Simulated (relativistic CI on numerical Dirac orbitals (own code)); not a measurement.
One change at a time: Sm¹⁴⁺

Base calculation: Dirac-Coulomb-Breit CI, separate exchange-only KLI orbitals for each configuration, model QED (radiative potential, 1s self-energy scaled to tabulated hydrogen-like ionisation energies), unscaled Slater integrals.

Configurations in the expansion (outside the closed core [Kr]): 4d10 4f 5s, 4d10 4f2, 4d10 5s2, 4d10 4f 5p, 4d10 5s 5p, 4d10 4f 5d, 4d10 5p2, 4d10 4f 5f, 4d10 5s 5d, 4d10 5p 5d, 4d9 4f2 5s, 4d10 4f 5g, 4d9 4f3, 4d10 5p 6s, 4d10 5d2, 4d10 5p 5f. Levels of other configurations are missing.

The lowest level and the first level of each name with at least 55 % of one term (blank where a level has no safe partner in the second run):

| Level | Base (cm⁻¹) | Shift (cm⁻¹) |
| --- | --- | --- |
| 4d10 4f2 3H_4 | 0.0 | 0.0 |
| 4d10 4f2 3H_5 | 4720.5 | -0.6 |
| 4d10 4f 5s 3F°_2 | 7535.8 | +192.5 |
| 4d10 4f 5s 3F°_3 | 9177.0 | +244.6 |
| 4d10 4f2 3H_6 | 9506.3 | +1.4 |
| 4d10 4f2 3F_2 | 10538.9 | +20.4 |
| 4d10 4f 5s 3F°_4 | 13590.8 | +191.1 |
| 4d10 4f2 3F_3 | 13619.0 | +13.2 |
| 4d10 4f 5s 1F°_3 | 19828.5 | +765.9 |
| 4d10 4f2 1D_2 | 36224.4 | +239.5 |
| 4d10 5s2 1S_0 | 41033.0 | +10549.8 |
| 4d10 4f2 1I_6 | 43260.4 | +57.2 |
| 4d10 4f2 3P_0 | 44581.2 | +3.5 |
| 4d10 4f2 3P_1 | 45816.0 | +175.6 |

At this charge transitions that keep the count of f electrons are usually good to a few per cent. Terms inside the open d or f shell come out 10 to 20 % too wide with unscaled integrals. Levels and lines within the n = 5 or 6 shells can be off by up to 10 % or somewhat more, and those that change n by about 2 %, since core polarisation is missing. Levels that differ in their count of f electrons can be misplaced by several ten thousand cm⁻¹, since the correlation energy of f electrons is missing or only estimated; rates across such gaps can be off by orders of magnitude. The computed lowest level isn't the tabulated ground level, which NIST ASD gives as 4f 5s °; for such ions that label comes from theory and may be the wrong one.

One thing was changed in a second run, which moved the levels as shown. Which?
A. Breit term removed
B. configuration mixing switched off
C. P86 correlation estimate
D. QED terms removed
E. one mean potential for all configurations

B. Configuration mixing switched off. Without mixing, levels that were pushed by configurations of the same parity and J return to their single-configuration places.

LS names give the leading component of a level, which can be under half, so a name can repeat, a term be missing and a line seem to break the LS rules.
